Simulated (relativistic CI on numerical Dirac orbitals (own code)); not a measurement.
## Hyperfine structure of Eu⁵⁹⁺, mass number 151

Calculated at this level of theory: Dirac-Coulomb-Breit CI, orbitals from a KLI potential per configuration, model QED (radiative potential, 1s self-energy scaled to tabulated hydrogen-like ionisation energies), unscaled Slater integrals (own radial code, finite nucleus).

CI space (outside the closed core 1s2): 2s2, 2s 2p, 2p2, 2p 3s, 2p 3p, 2s 3s, 2s 3p, 2s 3d, 2s 4s, 2s 4p, 2s 4d, 2s 4f, 3s2, 3s 3p, 3p2. Levels of other configurations are missing.

Nuclear spin I = 5/2, μ = 3.4635 μN, Q = 0.903 b (tables of Stone and Pyykkö). The electronic factors are computed for point nuclear moments, without core polarisation or the Bohr-Weisskopf and QED corrections.

| Level | E (eV) | A (GHz) | B (GHz) |
| --- | --- | --- | --- |
| 2s 2p 3P°_1 | 160.09 | 10930 | -96 |
| 2s 2p 3P°_2 | 850.46 | 4710 | 910 |
| 2s 2p 1P°_1 | 926.24 | -3187 | 550 |
| 2p2 3P_1 | 1060.83 | -444.6 | 453 |
| 2p2 1D_2 | 1078.20 | 1863 | 832 |
| 2p2 3P_2 | 1790.17 | 722.9 | 72.1 |
| 2s 3s 3S_1 | 7615.84 | 10810 | -0.646 |
| 2s 3p 3P°_1 | 7680.05 | 9165 | -0.881 |

Levels with J = 0, under 50 % of one LS term, or S terms without an open s electron are left out. Small factors come from cancelling terms and can be off by tens of per cent or more.

At this charge energies of transitions that change n are usually good to better than 1 %, and those within a shell (Δn = 0) to a few per cent.

(1) Give the hyperfine levels of 2s 2p 3P°_1 relative to its centre of gravity.

## Answers

(1) With K = F(F + 1) − I(I + 1) − J(J + 1), E = AK/2 + B[¾K(K + 1) − I(I + 1)J(J + 1)]/[2I(2I − 1)J(2J − 1)]: F = 3/2: -38330, F = 5/2: -10860, F = 7/2: 27310 GHz.

LS names give the leading component of a level, which can be under half, so a name can repeat, a term be missing and a line seem to break the LS rules.
